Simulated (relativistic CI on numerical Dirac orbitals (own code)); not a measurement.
## Level scheme of Mg⁹⁺

Computed by Dirac-Coulomb-Breit CI, separate exchange-only KLI orbitals for each configuration, model QED (radiative potential, 1s self-energy scaled to tabulated hydrogen-like ionisation energies), unscaled Slater integrals (own radial code, finite nucleus).

CI space (outside the closed core 1s2): 2s, 2p, 3s, 3p, 3d, 4s, 4p, 4f, 4d, 5s, 5p, 5f, 5g, 5d, 6s, 6p, 6d. Levels of other configurations are missing.

The lowest level is 2s 2S_1/2, with 100 % of that term; Hund's rules for 2s give 2S with J = 1/2, in agreement.

| No. | Configuration | Term | J | E (cm⁻¹) | % | Next component (%) |
| --- | --- | --- | --- | --- | --- | --- |
| 1 | 2s | 2S | 1/2 | 0 | 100 |  |
| 2 | 2p | 2P° | 1/2 | 161017 | 100 |  |
| 3 | 2p | 2P° | 3/2 | 164957 | 100 |  |
| 4 | 3s | 2S | 1/2 | 1681810 | 100 |  |
| 5 | 3p | 2P° | 1/2 | 1726024 | 100 |  |
| 6 | 3p | 2P° | 3/2 | 1727175 | 100 |  |
| 7 | 3d | 2D | 3/2 | 1742345 | 100 |  |
| 8 | 3d | 2D | 5/2 | 1742705 | 100 |  |
| 9 | 4s | 2S | 1/2 | 2251339 | 100 |  |
| 10 | 4p | 2P° | 1/2 | 2269470 | 100 |  |
| 11 | 4p | 2P° | 3/2 | 2269953 | 100 |  |
| 12 | 4d | 2D | 3/2 | 2276255 | 100 |  |
| 13 | 4d | 2D | 5/2 | 2276406 | 100 |  |
| 14 | 4f | 2F° | 5/2 | 2276670 | 100 |  |
| 15 | 4f | 2F° | 7/2 | 2276747 | 100 |  |
| 16 | 5s | 2S | 1/2 | 2510798 | 100 |  |
| 17 | 5p | 2P° | 1/2 | 2519946 | 100 |  |
| 18 | 5p | 2P° | 3/2 | 2520193 | 100 |  |
| 19 | 5d | 2D | 3/2 | 2523398 | 100 |  |
| 20 | 5d | 2D | 5/2 | 2523475 | 100 |  |
| 21 | 5f | 2F° | 5/2 | 2523621 | 100 |  |
| 22 | 5f | 2F° | 7/2 | 2523661 | 100 |  |
| 23 | 5g | 2G | 7/2 | 2523662 | 100 |  |
| 24 | 5g | 2G | 9/2 | 2523686 | 100 |  |
| 25 | 6s | 2S | 1/2 | 2650402 | 100 |  |
| 26 | 6p | 2P° | 1/2 | 2655649 | 100 |  |
| 27 | 6p | 2P° | 3/2 | 2655791 | 100 |  |
| 28 | 6d | 2D | 3/2 | 2657640 | 100 |  |
| 29 | 6d | 2D | 5/2 | 2657685 | 100 |  |

Energies count from the lowest computed level; ° marks odd parity.

The mean weight of the leading LS term, summed over parents, in these 29 levels is 100 %, and that of the leading jj configuration (from the same eigenvectors) 100 %.

At this charge energies of transitions that change n are usually good to better than 1 %, and those within a shell (Δn = 0) to a few per cent.
